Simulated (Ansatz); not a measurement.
Consider the redistribution: `P[SiH]1CC1` + `[SH][GeH2][Cl]` → `Cl[SiH]1CC1` + `[PH2][GeH2][SH]`.

Isolated molecules relaxed with PBE0-D4/def2-TZVP in Ansatz; ΔE leaves out vibrations. CCSD(T)/CBS adds triple-zeta CCSD(T) − MP2 to the extrapolated MP2 energy (def2 sets, frozen cores). DFT in def2-TZVPP. For Ge outer-core shells are correlated without core-valence functions, which leaves a few kJ/mol of doubt a bond. Scalar relativity is left out up to krypton. Each species was taken in one conformer, which may not be the lowest.

```tsv
level	ΔE (kJ/mol)
PBE	-13.7
CCSD/def2-TZVPP	-17.7
```

Task: What does CCSD(T)/CBS give? (Best estimate.)

Result: Ansatz gave: -18.8 kJ/mol. The listed levels differ from it by 5.1, 1.1 kJ/mol.

Largest T1 diagnostic among the species: 0.012.

Leaving LDA and LC-ωPBE aside and taking each functional with its dispersion term where it has one, the values, not all of them listed here, spread over 5.8 kJ/mol, from ωB97M-V to revPBE-D4. At CCSD(T), def2-SVP lies +8.0 kJ/mol from the extrapolated value and def2-TZVPP +2.1 kJ/mol.
